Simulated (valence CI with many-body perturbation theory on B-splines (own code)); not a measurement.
# Nb III: electric-dipole lines

Level of theory: valence CI with perturbative core correlation (CI+MBPT): three valence electrons over a frozen Dirac-Fock core [Kr], radial functions for each j: 9 s, 9 p, 10 d, 8 f, 5 g, 3 h, 1 i, with the one-electron correlation potential Σ1, the two-electron term Σ2, the three-electron term Σ3, Breit, model QED; selected CI, second order for the rest, scaled by the run's own slope (own B-spline code, finite nucleus).

Against 24 measured levels this calculation errs by 556 cm⁻¹ on average and by 1107 at most. These come from a selection out of Shadmi, J. Res. Natl. Bur. Stand. 70A, 435 (1966). Levels without a partner in it may be off by more, other configurations by 1,000 to 8,000 cm⁻¹.

Lines 101 to 150 of 245 in falling wavelength, among levels below 9.822 eV, chosen from the strongest by gf and those to the six lowest levels. Wavelengths and rates use the calculated energies, so an error of 600 cm⁻¹ moves a line at 177.0 nm by 1.1 % and its rate by three times that or more. Electric multipoles are in the length gauge, E1 and E2 with the static RPA response of the core. Weak lines are less certain than strong ones. Lines between different terms over intervals too small for the method are left out, as are lines whose strength nearly cancels. Where a level lies close to another of its J and parity, the split of strength between their lines is uncertain. The highest levels of a list are the least certain.

Names give the largest LS component (configuration and term), which can be under half, so a name can repeat, a term be missing and a line seem to break the LS rules; names also repeat where a configuration has a term twice. Letters in brackets count levels of one name in rising energy.

| λ vac (nm) | Upper | Lower | A (s⁻¹) | S (a.u.) |
| --- | --- | --- | --- | --- |
| 177.0 | 4d²5p ²F°_7/2 [b] | 4d³ ²F_7/2 | 5.88e+07 | 1.29e+00 |
| 176.4 | 4d²5p ²D°_3/2 [a] | 4d³ ²P_1/2 | 9.17e+07 | 9.94e-01 |
| 176.4 | 4d²5p ⁴D°_5/2 [a] | 4d³ ²D_5/2 [a] | 3.90e+07 | 6.34e-01 |
| 176.0 | 4d²5p ⁴F°_3/2 | 4d³ ⁴P_1/2 | 1.00e+07 | 1.08e-01 |
| 175.9 | 4d²5p ⁴D°_5/2 [a] | 4d³ ²D_3/2 [a] | 4.64e+07 | 7.48e-01 |
| 175.9 | 4d²5p ⁴F°_3/2 | 4d³ ⁴P_3/2 | 1.35e+07 | 1.45e-01 |
| 175.5 | 4d²5p ⁴D°_7/2 [a] | 4d³ ²D_5/2 [a] | 3.20e+07 | 6.83e-01 |
| 174.3 | 4d²5p ²D°_5/2 [b] | 4d³ ²F_7/2 | 4.12e+07 | 6.45e-01 |
| 173.5 | 4d²5p ⁴F°_5/2 [a] | 4d³ ⁴P_3/2 | 4.09e+07 | 6.34e-01 |
| 172.9 | 4d²5p ⁴F°_5/2 [b] | 4d³ ²G_7/2 | 3.87e+07 | 5.92e-01 |
| 172.2 | 4d²5p ⁴F°_5/2 [b] | 4d³ ⁴P_3/2 | 1.03e+07 | 1.56e-01 |
| 171.1 | 4d²5p ²F°_7/2 [a] | 4d³ ⁴P_5/2 | 3.37e+07 | 6.66e-01 |
| 170.9 | 4d²5p ⁴D°_3/2 [a] | 4d³ ²P_1/2 | 5.99e+07 | 5.90e-01 |
| 170.6 | 4d²5p ²F°_7/2 [a] | 4d³ ²G_9/2 | 8.39e+07 | 1.64e+00 |
| 170.2 | 4d²5p ²G°_7/2 | 4d³ ²H_9/2 | 1.50e+08 | 2.91e+00 |
| 170.2 | 4d²5p ²D°_3/2 [a] | 4d³ ⁴P_1/2 | 3.95e+07 | 3.85e-01 |
| 170.0 | 4d²5p ²D°_3/2 [a] | 4d³ ⁴P_3/2 | 5.11e+07 | 4.96e-01 |
| 169.7 | 4d²5p ⁴D°_5/2 [a] | 4d³ ²P_3/2 | 8.39e+07 | 1.21e+00 |
| 167.9 | 4d²5p ²G°_9/2 [a] | 4d³ ²H_11/2 | 1.92e+08 | 4.49e+00 |
| 167.0 | 4d²5p ²G°_9/2 [a] | 4d³ ²H_9/2 | 3.55e+07 | 8.15e-01 |
| 166.4 | 4d²5p ⁴D°_1/2 [a] | 4d³ ⁴P_1/2 | 1.48e+08 | 6.74e-01 |
| 166.3 | 4d²5p ⁴D°_1/2 [a] | 4d³ ⁴P_3/2 | 2.43e+07 | 1.10e-01 |
| 166.3 | 4d²5p ²D°_5/2 [a] | 4d³ ⁴P_3/2 | 7.61e+07 | 1.04e+00 |
| 165.9 | 4d²5p ²S°_1/2 | 4d³ ²P_3/2 | 2.39e+08 | 1.07e+00 |
| 165.3 | 4d²5p ⁴S°_3/2 [a] | 4d³ ²D_5/2 [a] | 9.45e+07 | 8.43e-01 |
| 165.3 | 4d²5p ²S°_1/2 | 4d³ ²P_1/2 | 2.55e+08 | 1.14e+00 |
| 165.0 | 4d²5p ⁴D°_3/2 [a] | 4d³ ⁴P_1/2 | 2.78e+07 | 2.47e-01 |
| 165.0 | 4d²5p ⁴D°_7/2 [a] | 4d³ ⁴P_5/2 | 1.43e+08 | 2.54e+00 |
| 164.9 | 4d²5p ⁴D°_3/2 [a] | 4d³ ⁴P_3/2 | 5.47e+07 | 4.84e-01 |
| 163.2 | 4d²5p ⁴D°_5/2 [a] | 4d³ ⁴P_3/2 | 1.94e+07 | 2.49e-01 |
| 162.1 | 4d²5p ²G°_7/2 | 4d³ ²G_9/2 | 9.81e+07 | 1.65e+00 |
| 161.9 | 4d²5p ⁴S°_3/2 [b] | 4d³ ²D_5/2 [a] | 1.02e+08 | 8.58e-01 |
| 160.6 | 4d²5p ²G°_7/2 | 4d³ ²G_7/2 | 3.23e+08 | 5.29e+00 |
| 159.8 | 4d²5p ²S°_1/2 | 4d³ ⁴P_1/2 | 3.58e+07 | 1.44e-01 |
| 159.7 | 4d²5p ²S°_1/2 | 4d³ ⁴P_3/2 | 1.51e+08 | 6.06e-01 |
| 159.3 | 4d²5p ⁴G°_5/2 | 4d³ ⁴F_7/2 | 6.27e+05 | 7.51e-03 |
| 159.1 | 4d²5p ²G°_9/2 [a] | 4d³ ²G_9/2 | 3.14e+08 | 6.25e+00 |
| 158.9 | 4d²5p ²P°_1/2 | 4d³ ²D_3/2 [a] | 5.77e+08 | 2.29e+00 |
| 158.0 | 4d²5p ⁴G°_7/2 | 4d³ ⁴F_9/2 | 1.34e+06 | 2.09e-02 |
| 157.7 | 4d²5p ⁴G°_5/2 | 4d³ ⁴F_5/2 | 1.49e+06 | 1.73e-02 |
| 156.7 | 4d²5p ²D°_3/2 [b] | 4d³ ²D_5/2 [a] | 2.46e+08 | 1.87e+00 |
| 156.4 | 4d²5p ⁴G°_5/2 | 4d³ ⁴F_3/2 | 5.50e+07 | 6.24e-01 |
| 156.4 | 4d²5p ²D°_3/2 [b] | 4d³ ²D_3/2 [a] | 1.38e+08 | 1.04e+00 |
| 156.2 | 4d²5p ⁴S°_3/2 [b] | 4d³ ²P_3/2 | 2.69e+08 | 2.03e+00 |
| 156.1 | 4d²5p ⁴G°_7/2 | 4d³ ⁴F_7/2 | 4.79e+03 | 7.19e-05 |
| 156.0 | 4d²5p ⁴S°_3/2 [a] | 4d³ ⁴P_5/2 | 1.94e+08 | 1.45e+00 |
| 155.8 | 4d²5p ²D°_5/2 [b] | 4d³ ²D_5/2 [a] | 1.26e+08 | 1.41e+00 |
| 154.5 | 4d²5p ⁴G°_7/2 | 4d³ ⁴F_5/2 | 6.66e+07 | 9.71e-01 |
| 154.5 | 4d²5p ⁴G°_9/2 | 4d³ ⁴F_9/2 | 3.07e+06 | 5.60e-02 |
| 153.8 | 4d²5p ⁴S°_3/2 [a] | 4d³ ⁴P_1/2 | 1.55e+08 | 1.11e+00 |
